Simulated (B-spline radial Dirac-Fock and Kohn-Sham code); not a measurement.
# Dipole and non-dipole photoemission parameters of I⁷⁺ 2p1/2

System: the I⁷⁺ ion, configuration [Kr] 4d10; threshold 4954.6 eV (orbital energy of the model). Model: Dirac-Hartree-Slater photoionisation with a Latter tail; cross sections with all multipoles, angular parameters from the dipole term and its interference with E2. Program: a radial finite-basis atomic code.

Input file task.json (cfg lists n, l and occupation; rrms is the nuclear radius in fm):

```json
{"items": [{
  "Z": 53,
  "q": 7,
  "cfg": [[1, 0, 2], [2, 0, 2], [2, 1, 6], [3, 0, 2], [3, 1, 6], [3, 2, 10], [4, 0, 2], [4, 1, 6], [4, 2, 10]],
  "A": 127,
  "rrms": 4.75,
  "do": "xps",
  "hv": [60, 82.1, 88.9, 116.0, 125.0, 209.0, 273.0, 289.0, 323.0, 371.0, 408.0, 566.0, 600, 716.0, 1000, 1290.0, 2220.0, 3370.0, 3770.0, 4000, 5340.0, 5520.0, 5680.0, 6000, 8820.0, 9251.7, 9420.0, 11000.0, 12000, 15000]
}]}
```

Launch: `python xray2_run.py task.json out`

For linearly polarised light dσ/dΩ = σ/(4π) [1 + β P₂(cos θ) + (δ + γ cos²θ) sin θ cos φ], with θ from the polarisation vector and φ the angle between the beam and the projection of the electron momentum on the plane normal to the polarisation.

```csv
hν (eV),σ (kb),β,γ,δ
5340,40.9,1.247,-0.330,0.001
5520,37.5,1.306,-0.247,0.009
5680,34.8,1.340,-0.175,0.014
6000,30.1,1.384,-0.039,0.022
8820,10.4,1.424,0.781,0.058
9251.7,9.09,1.416,0.870,0.062
9420,?,?,?,?
11000,5.52,1.377,1.178,0.080
12000,4.28,1.353,1.324,0.090
15000,2.20,1.279,1.680,0.120
```

Q: Give the values at 9420 eV.

A: σ = 8.64 kb, β = 1.413, γ = 0.903, δ = 0.064.

Values without a named source are computed, but for edge energies of neutral atoms, which are taken from tables.
